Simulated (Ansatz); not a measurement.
The same path of C3H9NSi (14 atoms, charge 0, multiplicity 1) was run twice with different band settings. The coordinate that changes most is the height of N3 over the plane of its neighbours.

Level of theory: RKS PBE/def2-SVP in Ansatz 0.2.0.

Relaxed end points:

```xyz
14
Properties=species:S:1:pos:R:3
C -1.369 -0.514 0.449
C 0.107 -0.329 0.705
N 0.517 -0.807 1.938
C 0.949 0.305 -0.170
Si 0.482 1.091 -1.789
H -1.677 -0.098 -0.528
H -1.641 -1.592 0.457
H -1.969 -0.019 1.242
H 1.523 -0.885 2.097
H -0.030 -1.559 2.360
H 2.013 0.377 0.126
H 1.726 1.655 -2.424
H -0.513 2.223 -1.657
H -0.129 0.124 -2.778
```

```xyz
14
Properties=species:S:1:pos:R:3
C -1.358 -0.570 0.418
C 0.119 -0.386 0.673
N 0.567 -1.032 1.812
C 0.950 0.302 -0.172
Si 0.480 1.103 -1.783
H -1.684 -0.070 -0.512
H -1.611 -1.649 0.339
H -1.959 -0.153 1.255
H 1.505 -0.804 2.143
H -0.108 -1.212 2.557
H 2.013 0.376 0.125
H 1.721 1.684 -2.410
H -0.517 2.232 -1.633
H -0.133 0.150 -2.784
```

Common settings: movable images 5; climbing image yes; spring 5.0 eV/Å²; start path IDPP; force threshold 0.05 eV/Å; iteration limit 60; end points relaxed.

| run | optimiser | largest step |
| --- | --- | --- |
| 1 | quadratic models (default) | default |
| 2 | lbfgs | 0.02 Å |

(1) What does each run give, and how far can it be trusted?

Answers

(1) Run 1: converged after 5 iterations, highest image 0.011 eV above the first end. A vibrational analysis at the climbing image gives one clearly imaginary mode, 291i cm⁻¹: a first-order saddle point.
Run 2: converged after 4 iterations, highest image 0.012 eV above the first end. Another band between the same ends (5 images) ends at a top of the same energy, where a vibrational analysis finds 1 clearly imaginary mode.
